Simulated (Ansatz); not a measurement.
Consider the cleavage of the Al–Si bond: `[AlH2][SiH]1C[SiH2]N1` + `C=C[SiH2]S` → `C=C[SiH2][S][AlH2]` + `C1[SiH2]N[SiH2]1`.

Computed with Ansatz on PBE0-D4/def2-TZVP structures; ΔE is electronic, products minus reactants. CBS: MP2 limit from def2 TZ/QZ plus the TZ coupled-cluster correction, frozen cores. DFT in def2-TZVPP. Each species was taken in one conformer, which may not be the lowest.

`[AlH2][SiH]1C[SiH2]N1`:

Z-matrix (Å, degrees):
```
Si
C 1 1.902
Si 1 2.587 2 46.6
Al 1 2.468 2 118.6 3 -119.9
N 1 1.748 2 88.2 3 -1.5
H 1 1.502 2 110.8 3 112.4
H 2 1.090 1 115.7 3 115.7
H 2 1.090 1 114.4 3 -116.4
H 3 1.492 1 127.4 2 -91.4
H 3 1.492 1 125.6 2 93.0
H 4 1.593 1 121.3 2 -47.8
H 4 1.593 1 120.8 2 131.8
H 5 1.004 1 131.5 2 -178.8
```

`C=C[SiH2]S`:

Cartesian coordinates in Å:
```
C 0.303 -1.727 0.040
C 0.661 -0.507 -0.353
Si -0.551 0.894 -0.431
S 0.024 2.522 0.835
H -0.720 -1.957 0.324
H 1.011 -2.550 0.095
H 1.700 -0.326 -0.621
H -1.888 0.358 -0.063
H -0.602 1.516 -1.778
H 0.063 1.777 1.952
```

`C=C[SiH2][S][AlH2]`:

Z-matrix (Å, degrees):
```
Si
C 1 1.860
S 1 2.139 2 111.5
H 1 1.487 2 109.3 3 -122.9
H 1 1.486 2 110.3 3 118.3
C 2 1.329 1 124.7 3 -6.0
H 2 1.090 1 117.1 3 174.3
Al 3 2.182 1 98.0 2 -75.0
H 6 1.086 2 122.1 1 -179.7
H 6 1.087 2 121.5 1 -0.4
H 8 1.579 3 116.5 1 175.5
H 8 1.580 3 119.3 1 -5.0
```

`C1[SiH2]N[SiH2]1`:

Z-matrix (Å, degrees):
```
Si
N 1 1.733
Si 1 2.572 2 42.1
C 1 1.885 2 89.1 3 -0.0
H 1 1.491 2 114.7 3 -117.7
H 1 1.491 2 114.7 3 117.7
H 2 1.004 1 132.1 3 -179.9
H 3 1.491 1 126.4 2 87.6
H 3 1.491 1 126.4 2 -87.6
H 4 1.090 1 115.1 2 -115.9
H 4 1.090 1 115.1 2 115.9
```

```
                species  B2PLYP energy (Eh)
`[AlH2][SiH]1C[SiH2]N1`          -918.73283
           `C=C[SiH2]S`          -767.23944
   `C=C[SiH2][S][AlH2]`         -1010.18885
     `C1[SiH2]N[SiH2]1`          -675.83552
```

Question: Work out ΔE.

Answer: ΔE = (-1010.18885) + (-675.83552) − (-918.73283) − (-767.23944) = -0.05210 Eh = -1.42 eV. CCSD(T)/CBS gives -1.45 eV.

Largest T1 diagnostic among the species: 0.012.

The D4 term adds −0.06 eV with B3LYP and −0.03 eV with PBE0; it sums over pairs of atoms, weighted by their polarisabilities, and B3LYP, whose exchange is more repulsive, gets the larger term. From PBE to PBE0 (25 % exact exchange), in def2-TZVPP and without D4, ΔE moves by −0.07 eV.

B3LYP here is the variant with VWN-RPA as its local correlation; programs differ in this.
